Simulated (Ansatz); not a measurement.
Program: Ansatz. Geometries: PBE0-D4/def2-TZVP. ΔE: electronic, gas phase. CCSD(T)/CBS adds triple-zeta CCSD(T) − MP2 to the extrapolated MP2 energy (def2 sets, frozen cores). DFT in def2-TZVPP. B3LYP here is the variant with VWN-RPA as its local correlation; programs differ in this. For Ge outer-core shells are correlated without core-valence functions, which leaves a few kJ/mol of doubt a bond. Scalar relativity is left out up to krypton. One conformer a species, not always the lowest.

Reaction (isomerisation): `[CH3][GeH]([NH2])[SiH3]` → `[NH2][GeH2][CH2][SiH3]`

`[CH3][GeH]([NH2])[SiH3]`:

```xyz
13

C    -1.458   -0.260    1.195
Ge   -0.422    0.332   -0.350
N     0.247    2.008    0.073
Si    1.296   -1.248   -0.896
H    -2.212    0.491    1.434
H    -0.807   -0.392    2.060
H    -1.952   -1.210    0.986
H    -1.338    0.558   -1.572
H     0.938    1.994    0.812
H     0.653    2.492   -0.718
H     2.088   -0.777   -2.067
H     2.226   -1.394    0.259
H     0.742   -2.593   -1.216
```

`[NH2][GeH2][CH2][SiH3]`:

Z-matrix (Å, degrees):
```
Ge
C 1 1.952
N 1 1.845 2 106.7
H 1 1.550 2 110.3 3 124.1
H 1 1.539 2 111.1 3 -114.7
Si 2 1.873 1 113.0 3 36.8
H 2 1.094 1 108.2 3 158.4
H 2 1.094 1 109.3 3 -85.5
H 3 1.011 1 114.7 2 69.9
H 3 1.010 1 114.3 2 -164.2
H 6 1.491 2 109.9 1 167.8
H 6 1.485 2 111.0 1 -73.0
H 6 1.487 2 110.8 1 48.6
```

(1) Is it downhill or uphill in electronic energy at CCSD(T)/CBS, and by how much? (An estimate is asked.)

(2) What do these levels give: PBE-D4, B3LYP-D4, ωB97X-V, ωB97M-V, B2PLYP, PBE, B3LYP, HF/def2-TZVPP, SCS-MP2/def2-TZVPP, CCSD/def2-TZVPP, CCSD(T)/def2-TZVPP, HF/def2-QZVPP? (An estimate is asked.)

Largest T1 diagnostic among the species: 0.011.

Answers

(1) The calculation gave: Uphill: ΔE = +2.2 kcal/mol.

(2) The calculation gave: PBE-D4 5.2, B3LYP-D4 3.4, ωB97X-V 2.3, ωB97M-V 1.7, B2PLYP 3.0, PBE 5.7, B3LYP 4.2, HF/def2-TZVPP 1.2, SCS-MP2/def2-TZVPP 1.3, CCSD/def2-TZVPP 2.2, CCSD(T)/def2-TZVPP 2.3, HF/def2-QZVPP 1.0 kcal/mol.

From PBE to PBE0 (25 % exact exchange), in def2-TZVPP and without D4, ΔE moves by −1.2 kcal/mol. The D4 term adds −0.7 kcal/mol with B3LYP and −0.3 kcal/mol with PBE0; it sums over pairs of atoms, weighted by their polarisabilities, and B3LYP, whose exchange is more repulsive, gets the larger term.
